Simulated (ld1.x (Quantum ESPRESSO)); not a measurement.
## Building the RRKJ potential for Rh (Z = 45) (LDA (PZ), scalar-relativistic).

| Quantity | Value |
| --- | --- |
| Element | rhodium |
| Generator | ld1.x (Quantum ESPRESSO) 7.5 |
| Type | norm-conserving RRKJ (Kleinman–Bylander form) |
| Functional | LDA (PZ) |
| Relativity | scalar-relativistic |
| Frozen core | [Ar] 3d10 |
| Valence charge | 17 |
| Reference configuration | 4s2 4p6 4d8 5s1 5p0 |
| Partial waves | 4s (bound): rc 1.60 bohr; 4p (bound): rc 1.20 bohr; 4d (bound): rc 1.85 bohr |
| Local potential | all-electron potential smoothed inside 1.10 bohr (lloc = -1) |
| Core correction | none |
| rho0 | 0.005 |

Occupied shells without a wave of their own: 5s. They enter only through the test configuration that unscreens the potential.

All-electron outer shells of the reference configuration (LDA (PZ), scalar-relativistic, ld1.x):

| shell | level (eV) | outermost node (bohr) | outermost maximum (bohr) |
| --- | --- | --- | --- |
| 3p | -482.56 | 0.15 | 0.34 |
| 3d | -301.01 | – | 0.29 |
| 4s | -82.55 | 0.47 | 0.88 |
| 4p | -50.53 | 0.47 | 0.94 |
| 4d | -6.15 | 0.46 | 1.15 |
| 5s | -4.59 | 1.19 | 2.63 |
| 5p | -0.97 | 1.35 | 3.78 |

Calculated quality:

```
Cutoffs needed           : 100 Ry and 160 Ry (the cutoffs (Ry, on a coarse ladder) from which the occupation-weighted sum of valence levels, in a spherical-Bessel basis at the reference potential, stays within 10 and 1 mRy of its value at 400 Ry)
Ghost test               : no extra level below or beside the all-electron valence levels (s, p, d, f tested) (spherical-Bessel basis up to 400 Ry, 20 bohr box)
Largest excitation error : -2222 meV (all-electron minus pseudo) for 4s2 4p6 4d5 5s0 5p0, out of 7 test configurations
```

The potential misses its own reference levels by up to 0.5 eV.

Generation and tests took about 3.6 s on one core of a shared server CPU.
